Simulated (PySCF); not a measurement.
Computed structure and properties of [La(CH3)2]+

System: [La(CH3)2]+ (singlet); start: displaced along the imaginary mode (C2). Method: PySCF 2.14.0, RKS PBE0, La lcecp-1-SVP with ECP46, C def2-SVP, H def2-SVP; non-relativistic Hamiltonian with scalar-relativistic core potentials where named; density fitting; no spin-orbit coupling.

Input of the relaxation:

```python
mol = gto.M(atom='''
La    -0.00000    -0.00000    -0.28358
C      1.81497    -0.01694     1.25353
H      2.81582     0.21777     0.78154
H      1.62033     0.74524     2.07042
H      1.89927    -1.02602     1.76488
C     -1.81497     0.01694     1.25353
H     -2.81582    -0.21777     0.78154
H     -1.62033    -0.74524     2.07042
H     -1.89927     1.02602     1.76488''',
    basis={'La': 'lcecp-1-SVP', 'C': 'def2-SVP', 'H': 'def2-SVP'},
    ecp={'La': 'lcecp-1-SVP'},
    charge=1, spin=0)
mf = dft.RKS(mol, xc='PBE0')
mf.grids.atom_grid = (50, 194)  # f atoms: unpruned, at least (60, 302)
mf = mf.density_fit()  # fitting sets: La AutoAux, C def2-universal-JKFIT, H def2-universal-JKFIT
mf.conv_tol = 1e-08; mf.max_cycle = 55
mf.kernel(dm0)  # dm0: converged density of the start geometry
# quasi-Newton relaxation in Cartesian coordinates to a largest gradient under 0.00045 Eh/bohr, steps kept in the point group
```

Run from Python with OMP_NUM_THREADS=2; the lines above give its settings. Where DIIS fails, smearing, a level shift and second-order steps follow.
It took 110 s on 2 threads of Arm Neoverse V2, with other jobs on the host, from the converged density of the start.

Course of the relaxation:

```csv
step,energy above end (eV),largest force component within the symmetry (eV/Å)
0,0.0760,0.721
1,0.0132,0.059
2,0.0130,0.046
3,0.0127,0.017
4,0.0123,0.033
5,0.0119,0.060
6,0.0114,0.092
7,0.0104,0.070
26,0.0008,0.035
27,0.0007,0.075
28,0.0004,0.031
29,0.0002,0.018
30,0.0000,0.024
31,0.0000,0.009
```
(The steps between are left out.)

Relaxed geometry (C2):

```xyz
9

La    0.0000    0.0000   -0.1871
C     1.8733   -0.1481    1.2682
H     2.6491    0.6091    1.0372
H     1.5857   -0.0134    2.3282
H     2.3639   -1.1398    1.1885
C    -1.8733    0.1481    1.2682
H    -2.6491   -0.6091    1.0372
H    -1.5857    0.0134    2.3282
H    -2.3639    1.1398    1.1885
```

| contact | Å |
| --- | --- |
| La1–C2 (CH3) | 2.377 |
| La1–C6 (CH3) | 2.377 |

On the finer grid (75, 302):

* HOMO: -11.14 eV
* LUMO: -6.63 eV
* Dipole about the centre of mass: 3.83 D
* Set of Mulliken populations of La1 outside the core potential: s 2.21, p 6.07, d 1.34, f 0.04
* D3(BJ) dispersion energy (not in the energies): -0.138 eV

```tsv
atom	Mulliken (e)	Löwdin (e)	spin (e)
La1	1.35	1.24	0.00
C2	-0.55	-0.35	0.00
H3	0.12	0.08	0.00
H4	0.13	0.08	0.00
H5	0.12	0.08	0.00
C6	-0.55	-0.35	0.00
H7	0.12	0.08	0.00
H8	0.13	0.08	0.00
H9	0.12	0.08	0.00
```

The large-core potential holds the 4f shell empty.

On the grid (50, 194), as all that follows. Harmonic modes: a minimum; lowest 71 cm⁻¹ (negative: unstable), highest 3117 cm⁻¹, zero-point energy 1.786 eV.

Taking off one CH3 (charge -1, singlet; the rest: singlet) in vacuum, both parts rigid, costs 14.86 eV; the small basis without counterpoise inflates it. Most of it is the attraction of opposite charges; other ways to part are cheaper, and one spin state was tried for the rest.

Rigid scan of CH3 along the line from its metal:

(distance to C2 (Å), energy (eV)): (2.08, 0.681), (2.18, 0.266), (2.28, 0.059), (2.38, 0.000), (2.48, 0.047), (2.58, 0.167), (2.78, 0.539), (3.08, 1.233), (3.48, 2.144), (3.98, 3.080)

One start shape was tried, so this needn't be the lowest isomer.
